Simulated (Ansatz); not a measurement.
## Which method gave which barrier?

Saddle point of Si$_{4}$H$_{12}$ClOF, closed shell (Si₄H₉F ([F][Si]([SiH3])([SiH3])[SiH3]) + HCl + H₂O → Si₃H₆ClF ([F][Si]([SiH3])([SiH3])[Cl]) + SiH₄ + H₂O; bonds formed: Si1–Cl7, Si2–H8, H6–O9; bonds broken: Si1–Si2, H6–Cl7, H8–O9), PBE0-D4/def2-TZVP structure:

```
19
angstrom
Si -0.6678 -0.0943 -0.3049
Si 1.2578 1.1591 -1.3044
Si -1.9709 -0.0662 1.6376
Si -0.2935 -2.0764 -1.4865
F -1.5350 0.8698 -1.3311
H 1.2238 0.5582 1.8641
Cl 0.9692 -1.2736 1.3323
H 0.6492 1.1743 0.4275
O 1.1123 1.5340 1.6088
H 2.6185 0.7387 -0.8923
H 0.9165 0.6254 -2.6429
H 1.1569 2.6419 -1.3065
H -3.2574 0.6316 1.3608
H -2.2432 -1.4819 1.9887
H -1.2834 0.6183 2.7586
H -0.7468 -3.2264 -0.6660
H 1.1535 -2.2035 -1.7978
H -1.0546 -2.0445 -2.7677
H 1.9950 1.9158 1.5218
```

Program: Ansatz 0.2.0. Basis: def2-TZVPP, with def2-QZVPP for the basis limit. Cores are frozen in the correlated methods. Extrapolation: Hartree–Fock as exp(−7.88 √X), correlation as X^−2.97. Four methods, as single points on the PBE0-D4 structures, gave these electronic barriers from the start structure: 18.76, 29.90, 35.97, 57.83 kcal/mol.

(1) The methods were, in alphabetical order, HF, MP2, r2SCAN-D4, SPW92. Which gave which? (A judgement: the text doesn't fix the answer.)

The T1 diagnostic stays at or below 0.014.

Results:

(1) By the calculation: SPW92 18.76; r2SCAN-D4 29.90; MP2 35.97; HF 57.83 kcal/mol. For comparison, CCSD(T) at an estimated basis limit (MP2 extrapolated from triple and quadruple zeta, plus CCSD(T) − MP2 in triple zeta) gives 37.15 kcal/mol.

Labels in which every atom is bracketed show which atoms are joined, not bond orders.

For scale, one of the runs: CCSD(T)/def2-TZVPP, 440 basis functions, launched by `ansatz run in.yaml --threads 4 --pin off --events-out ev --progress --plain --max-ram 66560MiB --backend cuda --devices 0, --max-vram 37GiB`. Hardware: 4 CPU threads of an AMD EPYC 7R13 and a share of one NVIDIA H100, shared host. Wall time 46 s; peak host memory 1.8 GiB.
